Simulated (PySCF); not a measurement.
# How methods differ on the excitation energy of S⁺

S⁺ [Ne] 3s2 3p3 (4S) → S⁺ [Ne] 3s1 3p3 4s1 (6S), as a difference of total energies. Calculation: PySCF 2.14, in dyall-acv3z (19s12p6d4f, 113 functions); the non-relativistic Hamiltonian (point nucleus). Correlated levels: valence: [Ne] frozen; virtual orbitals above 40 to 60 times the deepest correlated orbital energy dropped. The calculations carry no spin-orbit coupling.

```csv
method,excitation energy (eV)
UHF,18.483
MP2 (valence),20.077
SCS-MP2 (valence),20.630
CCSD (valence),20.290
CCSD(T) (valence),20.372
```

**Question.** How much does correlation contribute at CCSD(T) (valence)?

**Answer.** 20.372 − (18.483) = 1.889 eV, measured against UHF.

The promoted electron is Rydberg-like, and one or two diffuse shells describe it only roughly, which tends to raise the upper state.
